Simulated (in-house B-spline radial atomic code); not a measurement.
What moves the levels of Sr V (Sr4+) ([Ar] 3d10 4s2 4p4)? Method: Dirac-Hartree-Fock, average of configuration, Fermi nucleus of rms radius 4.224 fm. Calculated with a radial B-spline atomic code at the basis-set limit.

Baseline run (computed): total energy -3173.9037 hartree, 1s1/2 at -597.4089 hartree, 4p3/2 at -71.114 eV with <r> = 1.46 bohr.

Scaling the speed of light c (a factor of 100 is close to the non-relativistic limit):

```csv
c/c0,ΔE (hartree),4p3/2 level (eV),4p3/2 <r> (bohr)
0.9,-11.445,-71.0598,1.459
0.98,-1.9964,-71.1044,1.46
1.02,1.8743,-71.1225,1.46
2,35.228,-71.2754,1.46
100,46.532,-71.3259,1.46
```

Changing the nucleus:

```csv
nucleus,ΔE (eV)
Gaussian nucleus of rms radius 4.224 fm,-0.00159
uniform spherical nucleus of rms radius 4.224 fm,0.000793
Gaussian nucleus of rms radius 0.01 fm,-0.86
Fermi nucleus of rms radius 4.1395 fm,-0.0327
Fermi nucleus of rms radius 4.3085 fm,0.0333
```

A larger nucleus binds the electrons less, roughly as the density at the nucleus times the change of the nuclear <r²>. At equal rms radius the shape enters only through higher moments. A radius of 0.01 fm is nearly a point.

Task: The nuclear charge is raised by 0.1. What does the Hellmann-Feynman theorem predict for the energy, and what is found?

Result: dE/dZ ≈ -Σ<1/r>, which is -200.102 at the start and -200.792 at the end; their mean times 0.1 is -20.045 hartree, and the two runs differ by -20.045 hartree.
